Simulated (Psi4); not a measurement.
Input file for Psi4: SAPT0/jun-cc-pV(D+d)Z on C2H8S (a complex), monomers drawn apart or pushed together.

```
memory 2025 MB

molecule dimer {
0 1
C    -0.05253314    0.07524439   -0.09987776
H    -1.11684466    0.02075430    0.12847562
H     0.49353200    0.40839097    0.78163316
H     0.30373735   -0.90909669   -0.40184656
H     0.10475973    0.78045081   -0.91489445
--
0 1
C    -0.25340373   -1.28978592    3.93374537
S     0.25804051    0.41736716    4.31448977
H    -0.27557682   -1.46340217    2.86020467
H     0.49875900   -1.93781352    4.38050393
H    -1.22097213   -1.51931474    4.37503795
H    -0.76057926    1.03668336    3.69650503
units angstrom
symmetry c1
no_reorient
no_com
}

set {
  basis jun-cc-pV(D+d)Z
  scf_type df
  freeze_core true
}

energy('sapt0')
```

It printed:

```
[...]
==> Input File <==

--------------------------------------------------------------------------
memory 2025 MB

molecule dimer {
0 1
C    -0.05253314    0.07524439   -0.09987776
H    -1.11684466    0.02075430    0.12847562
H     0.49353200    0.40839097    0.78163316
H     0.30373735   -0.90909669   -0.40184656
H     0.10475973    0.78045081   -0.91489445
--
0 1
C    -0.25340373   -1.28978592    3.93374537
S     0.25804051    0.41736716    4.31448977
H    -0.27557682   -1.46340217    2.86020467
H     0.49875900   -1.93781352    4.38050393
H    -1.22097213   -1.51931474    4.37503795
H    -0.76057926    1.03668336    3.69650503
units angstrom
symmetry c1
no_reorient
no_com
}

set {
  basis jun-cc-pV(D+d)Z
  scf_type df
  freeze_core true
}

energy('sapt0')
--------------------------------------------------------------------------


   => Loading Basis Set <=

    Name: JUN-CC-PV(D+D)Z
    Role: ORBITAL
    Keyword: BASIS
    atoms 1, 6      entry C          line   188 file jun-cc-pv_dpd_z.gbs
    atoms 2-5, 8-11 entry H          line    60 file jun-cc-pv_dpd_z.gbs
    atoms 7         entry S          line   698 file jun-cc-pv_dpd_z.gbs

   => Loading Basis Set <=

    Name: JUN-CC-PV(D+D)Z
    Role: ORBITAL
    Keyword: BASIS
    atoms 1, 6      entry C          line   188 file jun-cc-pv_dpd_z.gbs
    atoms 2-5, 8-11 entry H          line    60 file jun-cc-pv_dpd_z.gbs
    atoms 7         entry S          line   698 file jun-cc-pv_dpd_z.gbs


  //>>>>>>>>>>>>>>>>>>>>>>>>>>>>>>>>>>>//
  //              Dimer HF             //
  //<<<<<<<<<<<<<<<<<<<<<<<<<<<<<<<<<<<//

   => Libint2 <=

    Primary   basis highest AM E, G, H:  7, 6, 3
    Auxiliary basis highest AM E, G, H:  7, 7, 4
    Onebody   basis highest AM E, G, H:  -, -, -
    Solid Harmonics ordering:            Gaussian


   => Loading Basis Set <=

    Name: JUN-CC-PV(D+D)Z
    Role: ORBITAL
    Keyword: BASIS
    atoms 1, 6      entry C          line   188 file jun-cc-pv_dpd_z.gbs
    atoms 2-5, 8-11 entry H          line    60 file jun-cc-pv_dpd_z.gbs
    atoms 7         entry S          line   698 file jun-cc-pv_dpd_z.gbs


         ---------------------------------------------------------
                                   SCF
               by Justin Turney, Rob Parrish, Andy Simmonett
                          and Daniel G. A. Smith
                              RHF Reference
                        1 Threads,   1931 MiB Core
         ---------------------------------------------------------

  ==> Geometry <==

    Molecular point group: c1
    Full point group: C1

    Geometry (in Angstrom), charge = 0, multiplicity = 1:

       Center              X                  Y                   Z               Mass
    ------------   -----------------  -----------------  -----------------  -----------------
         C           -0.052533140000     0.075244390000    -0.099877760000    12.000000000000
         H           -1.116844660000     0.020754300000     0.128475620000     1.007825032230
         H            0.493532000000     0.408390970000     0.781633160000     1.007825032230
         H            0.303737350000    -0.909096690000    -0.401846560000     1.007825032230
         H            0.104759730000     0.780450810000    -0.914894450000     1.007825032230
         C           -0.253403730000    -1.289785920000     3.933745370000    12.000000000000
         S            0.258040510000     0.417367160000     4.314489770000    31.972071174400
         H           -0.275576820000    -1.463402170000     2.860204670000     1.007825032230
         H            0.498759000000    -1.937813520000     4.380503930000     1.007825032230
         H           -1.220972130000    -1.519314740000     4.375037950000     1.007825032230
         H           -0.760579260000     1.036683360000     3.696505030000     1.007825032230

  Running in c1 symmetry.

  Rotational constants: A =      0.39446  B =      0.01987  C =      0.01911 [cm^-1]
  Rotational constants: A =  11825.55192  B =    595.59809  C =    572.81009 [MHz]
  Nuclear repulsion =  101.256076519968289

  Charge       = 0
  Multiplicity = 1
  Electrons    = 36
  Nalpha       = 18
  Nbeta        = 18

  ==> Algorithm <==

  SCF Algorithm Type is DF.
  DIIS enabled.
  MOM disabled.
  Fractional occupation disabled.
  Guess Type is SAD.
  Energy threshold   = 1.00e-08
  Density threshold  = 1.00e-08
  Integral threshold = 1.00e-12

  ==> Primary Basis <==

  Basis Set: JUN-CC-PV(D+D)Z
    Blend: JUN-CC-PV(D+D)Z
    Number of shells: 51
    Number of basis functions: 103
    Number of Cartesian functions: 107
    Spherical Harmonics?: true
    Max angular momentum: 2

   => Loading Basis Set <=

    Name: (JUN-CC-PV(D+D)Z AUX)
    Role: JKFIT
    Keyword: DF_BASIS_SCF
    atoms 1, 6      entry C          line   146 file jun-cc-pvdz-jkfit.gbs
    atoms 2-5, 8-11 entry H          line    70 file jun-cc-pvdz-jkfit.gbs
    atoms 7         entry S          line   666 file jun-cc-pvdz-jkfit.gbs

  ==
[...]
439    93A      3.007915    94A      3.546412
      95A      4.978702    96A      5.014835    97A      5.036804
      98A      5.043254    99A      5.047430   100A      5.048944
     101A      5.069994   102A      5.205274   103A     18.432502

    Final Occupation by Irrep:
              A
    DOCC [    13 ]
    NA   [    13 ]
    NB   [    13 ]

  @DF-RHF Final Energy:  -437.73235189989464

   => Energetics <=

    Nuclear Repulsion Energy =             56.2350989420321596
    One-Electron Energy =                -714.8523124678306431
    Two-Electron Energy =                 220.8848616259038238
    Total Energy =                       -437.7323518998946383

Computation Completed


Properties will be evaluated at   0.000000,   0.000000,   0.000000 [a0]

Properties computed using the SCF density matrix


 Multipole Moments:

 ------------------------------------------------------------------------------------
     Multipole            Electronic (a.u.)      Nuclear  (a.u.)        Total (a.u.)
 ------------------------------------------------------------------------------------

 L = 1.  Multiply by 2.5417464519 to convert [e a0] to [Debye]
 Dipole X            :         -2.0531211            1.6059962           -0.4471249
 Dipole Y            :          8.8981179           -9.3441062           -0.4459882
 Dipole Z            :       -204.2831847          203.9894348           -0.2937499
 Magnitude           :                                                    0.6965021

 ------------------------------------------------------------------------------------

  Constructing Basis Sets for SAPT...

   => Loading Basis Set <=

    Name: (JUN-CC-PV(D+D)Z AUX)
    Role: RIFIT
    Keyword: DF_BASIS_SAPT
    atoms 1, 6      entry C          line   100 file jun-cc-pvdz-ri.gbs
    atoms 2-5, 8-11 entry H          line    30 file jun-cc-pvdz-ri.gbs
    atoms 7         entry S          line   488 file jun-cc-pvdz-ri.gbs

   => Loading Basis Set <=

    Name: (JUN-CC-PV(D+D)Z AUX)
    Role: JKFIT
    Keyword: DF_BASIS_ELST
    atoms 1, 6      entry C          line   146 file jun-cc-pvdz-jkfit.gbs
    atoms 2-5, 8-11 entry H          line    70 file jun-cc-pvdz-jkfit.gbs
    atoms 7         entry S          line   666 file jun-cc-pvdz-jkfit.gbs


  //>>>>>>>>>>>>>>>>>>>>>>>>>>>>>>>>>>>//
  //               SAPT0               //
  //<<<<<<<<<<<<<<<<<<<<<<<<<<<<<<<<<<<//



        SAPT0
    Ed Hohenstein
     6 June 2009

      Orbital Information
  --------------------------
    NSO        =       103
    NMO        =       103
    NRI        =       327
    NRI (Elst) =       463
    NOCC A     =         5
    NOCC B     =        13
    FOCC A     =         1
    FOCC B     =         6
    NVIR A     =        98
    NVIR B     =        90

    Elst10,r            =    -0.000484390021 [Eh]
    Exch10              =     0.000727227182 [Eh]
    Exch10 (S^2)        =     0.000726766280 [Eh]

    Maxiter = 50
    CPHF R converge = 1.000000E-08

    Iter     Energy [mEh]          dE [mEh]         Residual      Time [s]
       1      -0.07500623       0.075006235     1.186987e-03             0
       2      -0.08993001       0.014923778     2.584484e-04             0
       3      -0.09025729       0.000327280     7.176967e-05             0
       4      -0.09002692      -0.000230369     1.591019e-05             1
       5      -0.08999723      -0.000029698     2.304791e-06             1
       6      -0.09000771       0.000010481     3.149432e-07             1
       7      -0.09000676      -0.000000943     3.912999e-08             1
       8      -0.09000683       0.000000067     4.997990e-09             1

    CHF Iterations converged

    Maxiter = 50
    CPHF R converge = 1.000000E-08

    Iter     Energy [mEh]          dE [mEh]         Residual      Time [s]
       1      -0.04417531       0.044175305     7.755612e-04             0
       2      -0.05389799       0.009722681     1.614081e-04             0
       3      -0.05358673      -0.000311259     6.356597e-05             0
       4      -0.05349119      -0.000095538     1.441429e-05             0
       5      -0.05351586       0.000024669     5.403502e-06             0
       6      -0.05352159       0.000005731     1.450494e-06             0
       7      -0.05351864      -0.000002950     3.874037e-07             0
       8      -0.05351913       0.000000493     8.096358e-08             0
       9      -0.05351912      -0.000000008     2.548465e-08             0
      10      -0.05351911      -0.000000012     5.015848e-09             0

    CHF Iterations converged

    Ind20,r (A<-B)      =    -0.000090006832 [Eh]
    Ind20,r (B<-A)      =    -0.000053519110 [Eh]
    Ind20,r             =    -0.000143525942 [Eh]
    Exch-Ind20,r (A<-B) =     0.000051518069 [Eh]
    Exch-Ind20,r (B<-A) =     0.000044131149 [Eh]
    Exch-Ind20,r        =     0.000095649219 [Eh]
    Disp20              =    -0.001006207311 [Eh]
    Disp20 (SS)         =    -0.000503103655 [Eh]
    Disp20 (OS)         =    -0.000503103655 [Eh]
    Exch-Disp20         =     0.000053599095 [Eh]
    Exch-Disp20 (SS)    =     0.000029515096 [Eh]
    Exch-Disp20 (OS)    =     0.000024084000 [Eh]

    SAPT Results
  --------------------------------------------------------------------------------------------------------
    Electrostatics                 -0.48439002 [mEh]      -0.30395933 [kcal/mol]      -1.27176582 [kJ/mol]
      Elst10,r                     -0.48439002 [mEh]      -0.30395933 [kcal/mol]      -1.27176582 [kJ/mol]

    Exchange                        0.72722718 [mEh]       0.45634195 [kcal/mol]       1.90933470 [kJ/mol]
      Exch10                        0.72722718 [mEh]       0.45634195 [kcal/mol]       1.90933470 [kJ/mol]
      Exch10(S^2)                   0.72676628 [mEh]       0.45605273 [kcal/mol]       1.90812460 [kJ/mol]

    Induction                      -0.10178455 [mEh]      -0.06387077 [kcal/mol]      -0.26723531 [kJ/mol]
      Ind20,r                      -0.14352594 [mEh]      -0.09006389 [kcal/mol]      -0.37682731 [kJ/mol]
      Exch-Ind20,r                  0.09564922 [mEh]       0.06002079 [kcal/mol]       0.25112699 [kJ/mol]
      delta HF,r (2)               -0.05390783 [mEh]      -0.03382767 [kcal/mol]      -0.14153499 [kJ/mol]

    Dispersion                     -0.95260822 [mEh]      -0.59777068 [kcal/mol]      -2.50107253 [kJ/mol]
      Disp20                       -1.00620731 [mEh]      -0.63140462 [kcal/mol]      -2.64179693 [kJ/mol]
      Exch-Disp20                   0.05359910 [mEh]       0.03363394 [kcal/mol]       0.14072440 [kJ/mol]
      Disp20 (SS)                  -0.50310366 [mEh]      -0.31570231 [kcal/mol]      -1.32089847 [kJ/mol]
      Disp20 (OS)                  -0.50310366 [mEh]      -0.31570231 [kcal/mol]      -1.32089847 [kJ/mol]
      Exch-Disp20 (SS)              0.02951510 [mEh]       0.01852100 [kcal/mol]       0.07749187 [kJ/mol]
      Exch-Disp20 (OS)              0.02408400 [mEh]       0.01511294 [kcal/mol]       0.06323253 [kJ/mol]

  Total HF                          0.14105261 [mEh]       0.08851185 [kcal/mol]       0.37033357 [kJ/mol]
  Total SAPT0                      -0.81155561 [mEh]      -0.50925883 [kcal/mol]      -2.13073895 [kJ/mol]

  Special recipe for scaled SAPT0 (see Manual):
    Electrostatics sSAPT0          -0.48439002 [mEh]      -0.30395933 [kcal/mol]      -1.27176582 [kJ/mol]
    Exchange sSAPT0                 0.72722718 [mEh]       0.45634195 [kcal/mol]       1.90933470 [kJ/mol]
    Induction sSAPT0               -0.10160246 [mEh]      -0.06375651 [kcal/mol]      -0.26675722 [kJ/mol]
    Dispersion sSAPT0              -0.95250618 [mEh]      -0.59770665 [kcal/mol]      -2.50080462 [kJ/mol]
  Total sSAPT0                     -0.81127148 [mEh]      -0.50908054 [kcal/mol]      -2.12999296 [kJ/mol]
  --------------------------------------------------------------------------------------------------------



*** Psi4 exiting successfully. Buy a developer a beer!
```

The run finished.

Cost: roughly 4 core-seconds.
